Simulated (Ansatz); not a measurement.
Energy needed to pull apart AlGeH₃O (SMILES [O]1[AlH][GeH2]1), singlet, into free ground-state atoms, from the structure below (displaced at random from a GFN2-xTB minimum); no zero-point or spin–orbit terms; open-shell atoms are treated unrestricted, in their ground-state multiplicity.

```xyz
6
angstrom
O 1.1987 -0.4414 0.6456
Al 0.0672 -1.4458 -0.1130
Ge -0.3982 0.9341 -0.0863
H -0.5237 -2.7232 -0.7369
H 0.5010 1.8591 -0.8226
H -0.5561 1.6617 1.1670
```

Program: Ansatz 0.2.0. Basis: def2-TZVPP. Cores are frozen in the correlated methods. Filled d shells of the heavier atoms are correlated. The def2 sets are not built for correlating such inner shells, so the correlated values are less sure here. B3LYP uses VWN-RPA correlation.

```tsv
method	atomization energy (kJ/mol)
PBE-D4	?
r2SCAN-D4	1642
PBE0-D4	1582
B3LYP-D4	1607
r2SCAN0-D4	1581
wB97M-V	?
HF	1035
MP2	1622
CCSD	1546
CCSD(T)	1588
```

**Question.** What does wB97M-V give? (An estimate is asked for; the value comes from the calculation.)

**Answer.** Computed: 1612 kJ/mol, which is about 24 kJ/mol more than CCSD(T)/def2-TZVPP.

**Question.** What does PBE-D4 give? (An estimate is asked for; the value comes from the calculation.)

**Answer.** The calculation gives: 1640 kJ/mol, which is about 51 kJ/mol more than CCSD(T)/def2-TZVPP.

In triple zeta the MP2 and coupled-cluster atomization energies are still short of their basis limit by a few kcal/mol a bond, whereas those of the functionals are nearly converged, so these differences are not deviations from converged CCSD(T).

The T1 diagnostic stays at or below 0.020.

For scale, one of the runs: CCSD(T)/def2-TZVPP forces, 163 basis functions (an equivalent command: `ansatz run in.yaml --threads 4`). The run took 97 s on 4 CPU threads (shared host), with 2.2 GiB of host memory at its peak.
